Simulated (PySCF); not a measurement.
H2Zn, SMILES [ZnH2] (connectivity only; charge and spin as stated), charge +1, multiplicity 2.

Coordinates come from a TPSSh-D3(BJ)/def2-TZVPD optimisation. A frequency run showed that this geometry is not a minimum. The multiplicity is an assumed one; other spin states were not compared. The isomer is the one that the SMILES or the coordinates give; other isomers of the formula were not compared.

The numbers are results of PySCF with PBE/def2-TZVPD, not measurements.

The molecule is in vacuum.

Computed frontier levels, dipole moment and polarisability:
```
Property                                                           Result
------------------------------------------------  -----------------------
α spin, highest occupied and lowest empty level       -15.89 and -8.23 eV
β spin, highest occupied and lowest empty level      -15.55 and -13.73 eV
dipole moment about the centre of nuclear charge                   0.00 D
mean static polarisability                           30.7 bohr³ (4.54 Å³)
polarisability, principal values                   17.2, 17.2, 57.5 bohr³
⟨S²⟩                                              0.770 (pure state 0.75)
```
